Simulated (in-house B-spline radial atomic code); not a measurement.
Inner levels of rhodium as electrons are removed. A shift is the extra binding of the orbital against the neutral atom ([Kr] 4d8 5s1). The density at the nucleus is averaged over the nuclear charge. Computed with a radial B-spline atomic code at the basis-set limit: Dirac-Hartree-Fock, average of the configuration, finite nuclei.

```json
{"ion": "Rh31+", "configuration": "[Ne] 3s2 3p2", "shift of 1s1/2 (eV)": "1665.26", "radius of 1s1/2 (bohr)": "0.032603", "Σ<r²> (bohr²)": "0.68031", "change of density at nucleus (bohr⁻³)": "722.06"}
{"ion": "Rh32+", "configuration": "[Ne] 3s2 3p1", "shift of 1s1/2 (eV)": "1770.3", "radius of 1s1/2 (bohr)": "0.032598", "Σ<r²> (bohr²)": "0.54602", "change of density at nucleus (bohr⁻³)": "814.39"}
{"ion": "Rh33+", "configuration": "[Ne] 3s2", "shift of 1s1/2 (eV)": "1877.19", "radius of 1s1/2 (bohr)": "0.032592", "Σ<r²> (bohr²)": "0.41618", "change of density at nucleus (bohr⁻³)": "908.78"}
{"ion": "Rh34+", "configuration": "[Ne] 3s1", "shift of 1s1/2 (eV)": "1979.45", "radius of 1s1/2 (bohr)": "0.03259", "Σ<r²> (bohr²)": "0.2833", "change of density at nucleus (bohr⁻³)": "-511.53"}
{"ion": "Rh35+", "configuration": "[He] 2s2 2p6", "shift of 1s1/2 (eV)": "2083.2", "radius of 1s1/2 (bohr)": "0.032588", "Σ<r²> (bohr²)": "0.15409", "change of density at nucleus (bohr⁻³)": "-1981.99"}
{"ion": "Rh36+", "configuration": "[He] 2s2 2p5", "shift of 1s1/2 (eV)": "2339.94", "radius of 1s1/2 (bohr)": "0.03256", "Σ<r²> (bohr²)": "0.13383", "change of density at nucleus (bohr⁻³)": "-1729.3"}
{"ion": "Rh37+", "configuration": "[He] 2s2 2p4", "shift of 1s1/2 (eV)": "2601.11", "radius of 1s1/2 (bohr)": "0.032532", "Σ<r²> (bohr²)": "0.1144", "change of density at nucleus (bohr⁻³)": "-1471.86"}
{"ion": "Rh38+", "configuration": "[He] 2s2 2p3", "shift of 1s1/2 (eV)": "2866.7", "radius of 1s1/2 (bohr)": "0.032502", "Σ<r²> (bohr²)": "0.095758", "change of density at nucleus (bohr⁻³)": "-1209.72"}
{"ion": "Rh39+", "configuration": "[He] 2s2 2p2", "shift of 1s1/2 (eV)": "3136.69", "radius of 1s1/2 (bohr)": "0.032472", "Σ<r²> (bohr²)": "0.077861", "change of density at nucleus (bohr⁻³)": "-942.89"}
{"ion": "Rh40+", "configuration": "[He] 2s2 2p1", "shift of 1s1/2 (eV)": "3411.09", "radius of 1s1/2 (bohr)": "0.03244", "Σ<r²> (bohr²)": "0.060676", "change of density at nucleus (bohr⁻³)": "-671.41"}
{"ion": "Rh41+", "configuration": "[He] 2s2", "shift of 1s1/2 (eV)": "3689.88", "radius of 1s1/2 (bohr)": "0.032408", "Σ<r²> (bohr²)": "0.044168", "change of density at nucleus (bohr⁻³)": "-395.32"}
{"ion": "Rh42+", "configuration": "[He] 2s1", "shift of 1s1/2 (eV)": "3935.57", "radius of 1s1/2 (bohr)": "0.032404", "Σ<r²> (bohr²)": "0.023221", "change of density at nucleus (bohr⁻³)": "-6825.16"}
{"ion": "Rh43+", "configuration": "1s2", "shift of 1s1/2 (eV)": "4184.1", "radius of 1s1/2 (bohr)": "0.032386", "Σ<r²> (bohr²)": "0.0028267", "change of density at nucleus (bohr⁻³)": "-13448.3"}
{"ion": "Rh44+", "configuration": "1s1", "shift of 1s1/2 (eV)": "4977.04", "radius of 1s1/2 (bohr)": "0.032102", "Σ<r²> (bohr²)": "0.0013872", "change of density at nucleus (bohr⁻³)": "-64362.8"}
```
